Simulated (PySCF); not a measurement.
Excitation energy of Si by level of theory

Si [Ne] 3s2 3p2 (3P) → Si [Ne] 3s1 3p2 3d1 (high-spin determinant), as a difference of total energies. Computed with PySCF 2.14 in aug-cc-pwCVDZ (6s5p3d, 36 functions), with the non-relativistic Hamiltonian (point nucleus). Correlated levels: valence: [Ne] frozen; valence and next inner shell: 1s2 frozen; nothing frozen. The calculations carry no spin-orbit coupling.

```json
{"method": "UHF", "excitation energy (eV)": "10.838"}
{"method": "LDA", "excitation energy (eV)": "11.798"}
{"method": "PBE", "excitation energy (eV)": "11.661"}
{"method": "PBE0", "excitation energy (eV)": "11.725"}
{"method": "r2SCAN", "excitation energy (eV)": "11.482"}
{"method": "TPSS", "excitation energy (eV)": "11.717"}
{"method": "B2PLYP", "excitation energy (eV)": "12.171"}
{"method": "HSE06", "excitation energy (eV)": "11.719"}
{"method": "PBEsol", "excitation energy (eV)": "11.553"}
{"method": "MP2 (valence)", "excitation energy (eV)": "11.772"}
{"method": "SCS-MP2 (valence)", "excitation energy (eV)": "12.073"}
{"method": "MP2 (valence and next inner shell)", "excitation energy (eV)": "11.944"}
{"method": "SCS-MP2 (valence and next inner shell)", "excitation energy (eV)": "12.205"}
{"method": "MP2 (all electrons)", "excitation energy (eV)": "11.942"}
{"method": "SCS-MP2 (all electrons)", "excitation energy (eV)": "12.204"}
```

**Question.** How much does correlation contribute at MP2 (all electrons)?

**Answer.** 11.942 − (10.838) = 1.104 eV, measured against UHF.

The upper state lies above the first ionisation limit, but in LS coupling its spin forbids autoionisation to the ground ion.

The promoted electron is Rydberg-like, and one or two diffuse shells describe it only roughly, which tends to raise the upper state.

In the upper state the promoted electron has a positive orbital energy at LDA, PBE, PBE0, r2SCAN, TPSS, HSE06, PBEsol, so the basis confines it.

The determinant of the upper state mixes LS terms, which raises its energy above the lowest term, most at the Hartree-Fock and MP2 levels.
